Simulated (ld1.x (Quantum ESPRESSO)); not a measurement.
## Reading a pseudo-wave (Al (Z = 13))

Columns: radius, all-electron u(r) and pseudo u(r) of the 3s shell (level -7.72 eV) of aluminium in the configuration [Ne] 3s2 3p1; Wu–Cohen, scalar-relativistic, PAW scheme, ld1.x (Quantum ESPRESSO) 7.5.

| r (bohr) | all-electron | pseudo |
| --- | --- | --- |
| 0.168 | -0.0138 | 0.0553 |
| 0.335 | -0.2671 | 0.1124 |
| 0.503 | -0.2732 | 0.1737 |
| 0.670 | -0.1387 | 0.2392 |
| 0.838 | 0.0410 | 0.3092 |
| 1.005 | 0.2144 | 0.3811 |
| 1.172 | 0.3618 | 0.4524 |
| 1.340 | 0.4783 | 0.5199 |
| 1.508 | 0.5643 | 0.5790 |
| 1.675 | 0.6226 | 0.6258 |
| 1.842 | 0.6574 | 0.6576 |
| 2.010 | 0.6726 | 0.6726 |
| 2.178 | 0.6718 | 0.6718 |
| 2.345 | 0.6590 | 0.6590 |
| 2.512 | 0.6372 | 0.6372 |
| 2.680 | 0.6088 | 0.6088 |
| 2.848 | 0.5760 | 0.5760 |
| 3.015 | 0.5407 | 0.5407 |
| 3.182 | 0.5040 | 0.5040 |
| 3.350 | 0.4667 | 0.4667 |
| 3.518 | 0.4299 | 0.4299 |
| 3.685 | 0.3942 | 0.3942 |
| 3.852 | 0.3599 | 0.3599 |
| 4.020 | 0.3272 | 0.3272 |
| 4.188 | 0.2966 | 0.2966 |
| 4.355 | 0.2682 | 0.2682 |

(1) How many radial nodes do the two functions have?

(2) At about which radius was the pseudo-wave matched?

(3) Where does each function peak?

(4) Is the pseudo-wave norm-conserving?

Answers

(1) The all-electron 3s function has n − l − 1 = 2 (the table is too coarse to show those close to the nucleus); the pseudo-wave has 0, since the states of the same l below it are removed with the core.

(2) 1.95 bohr, where the columns begin to agree (steps of 0.17 bohr).

(3) Outermost all-electron maximum near 2.01 bohr, pseudo maximum near 2.01 bohr (to the table’s step).

(4) No, it belongs to a PAW set: the norm inside the radius is not constrained, and the difference is carried by the augmentation charge.
